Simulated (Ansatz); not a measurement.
Start from `C[S][Sn][SH]` and change one atom or group to get `C[S][Sn][NH2]`.

Ansatz, PBE0-D4/def2-TZVP geometries, multiplicity 1. Each molecule was computed in one conformer, which needn't be the lowest.

Elements past krypton have def2 core potentials.

```csv
property,`C[S][Sn][SH]`
LUMO energy (ωB97M-V/def2-TZVPP) / eV,-0.62
size of the dipole moment (PBE/def2-TZVPP) / D,0.87
HOMO–LUMO gap (B3LYP/def2-TZVPP) / eV,4.25
size of the dipole moment (ωB97M-V/def2-TZVPP) / D,1.16
HOMO energy (B3LYP/def2-TZVPP) / eV,-6.74
LUMO energy (PBE0/def2-TZVPP) / eV,-2.31
```

Question: Give the same properties after the change, and the shifts. (Best estimate.)

Answer: Computed: 
| property | `C[S][Sn][NH2]` | shift |
| --- | --- | --- |
| LUMO energy (ωB97M-V/def2-TZVPP) / eV | -0.01 | 0.61 |
| size of the dipole moment (PBE/def2-TZVPP) / D | 2.26 | 1.39 |
| HOMO–LUMO gap (B3LYP/def2-TZVPP) / eV | 4.50 | 0.25 |
| size of the dipole moment (ωB97M-V/def2-TZVPP) / D | 2.24 | 1.08 |
| HOMO energy (B3LYP/def2-TZVPP) / eV | -6.40 | 0.34 |
| LUMO energy (PBE0/def2-TZVPP) / eV | -1.69 | 0.62 |

With PBE0 the HOMO rises by 0.32 eV and the LUMO rises by 0.62 eV, so the gap widens by about 0.30 eV. PBE moves the HOMO by 0.39 eV and ωB97M-V by 0.21 eV. Dipoles are sizes alone; their direction can turn.

B3LYP here is the variant with VWN-RPA as its local correlation; programs differ in this.
